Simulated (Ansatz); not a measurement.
Born–Oppenheimer molecular dynamics of ClGe$_{2}$H$_{5}$O (9 atoms, charge 0, multiplicity 1). It starts from a relaxed structure.

The calculation used RHF/def2-mTZVP (Ansatz).

- ensemble: NVE (velocity Verlet)
- time step: 0.5 fs
- steps asked: 100
- starting velocities drawn for: 1000 K
- seed: 199753

First frame:

```xyz
9
Properties=species:S:1:pos:R:3
Ge 0.094 -0.107 0.167
H -0.004 -0.251 1.690
Ge 2.329 -0.008 -0.822
H 3.060 -1.326 -0.541
H 2.193 0.212 -2.330
H 3.101 1.152 -0.185
Cl -0.986 1.739 -0.274
O -0.763 -1.421 -0.619
H -1.675 -1.532 -0.396
```

**Question.** How far do the bonds stretch over the last three quarters of this one trajectory? (Pairs bonded in most of those frames.)

**Answer.** 
| bond | mean (Å) | spread (Å) | shortest | longest |
| --- | --- | --- | --- | --- |
| Ge1–H2 | 1.552 | 0.072 | 1.44 | 1.65 |
| Ge1–Ge3 | 2.572 | 0.022 | 2.52 | 2.60 |
| Ge1–Cl7 | 2.186 | 0.016 | 2.16 | 2.20 |
| Ge1–O8 | 1.765 | 0.004 | 1.75 | 1.77 |
| Ge3–H4 | 1.542 | 0.008 | 1.53 | 1.55 |
| Ge3–H5 | 1.534 | 0.008 | 1.52 | 1.55 |
| Ge3–H6 | 1.532 | 0.022 | 1.50 | 1.57 |
| O8–H9 | 0.952 | 0.032 | 0.90 | 1.00 |

Mean temperature of the second half: 410 K. The conserved energy stayed within 0.41 meV per atom of its start (net change 0.41 meV per atom), so the integration is sound. A run of 0.05 ps of so small a system gives no equilibrium averages.

The run took 4.9 min on 2 threads of Intel(R) Xeon(R) Platinum 8488C (Sapphire Rapids) (shared host), peak memory 0.37 GiB.
